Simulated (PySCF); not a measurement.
A compound of formula C13H21OPS has these computed shifts in ppm, with the number of atoms in brackets (GIAO KT3/pcSseg-2, gas phase, PySCF SCF with an in-house response code, fitting set def2-universal-JFIT, grid level 2, non-relativistic, on the PBE0-D3(BJ)/def2-SVP geometry; 13C, 1H against isolated TMS; 17O against isolated H2O; 31P against isolated H3PO4; 33S against isolated CS2).

1H: 8.04 (2), 7.43 (2), 7.42 (1), 4.38 (1), 3.04 (1), 2.65 (1), 1.75 (3), 1.69 (1), 0.67 (9)
13C: 130.7 (1), 130.2 (2), 128.5 (1), 125.8 (2), 77.3 (1), 38.7 (1), 38.6 (1), 26.1 (3), 23.9 (1)
17O: 73.5 (1)
31P: 23.6 (1)
33S: -222.4 (1)

(1) Which structure gave them?

Answers

(1) CC(C)(C)[C@H](O)C[P@@](C)(=S)c1ccccc1 ((2-Hydroxy-3,3-dimethylbutyl)methylphenylphosphine sulfide). Other isomers were not compared.
